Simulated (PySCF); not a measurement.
# From computed data to an observable: oscillator strength and radiative lifetime

CuH₄O₂, SMILES [OH2]->[Cu+]<-[OH2], charge +1, multiplicity 1.

Geometry optimised at r2SCAN-D4/def2-TZVP. The multiplicity is an assumed one; other spin states were not compared.

TDA-CAM-B3LYP/def2-SVPD (PySCF) puts the first singlet state with f over 0.02 at 6.96 eV (vertical), with the transition dipole (0.000, 0.000, -0.665) in atomic units.

Task: Find the oscillator strength, the wavelength and the radiative lifetime that this transition would have in vacuum if emission retraced absorption.

Result: 
|μ|² = 0.4422 au, so |μ| = 1.69 D. ΔE = 6.96/27.211 = 0.2558 hartree. f = (2/3) ΔE |μ|² = 0.075 (the program prints 0.075).
λ = 1239.84/6.96 = 178 nm; ν = 56136 cm⁻¹.
Einstein's coefficient A = 0.6670 ν² f s⁻¹ (ν in cm⁻¹) = 1.6e8 s⁻¹, so τ = 1/A = 6.3 ns. This state is S6; the lower singlets have f = 0.000, 0.000, 0.000, 0.000, 0.001. The figure is the radiative limit of this one transition; relaxation, internal conversion, crossing to triplets and a medium change what is measured.
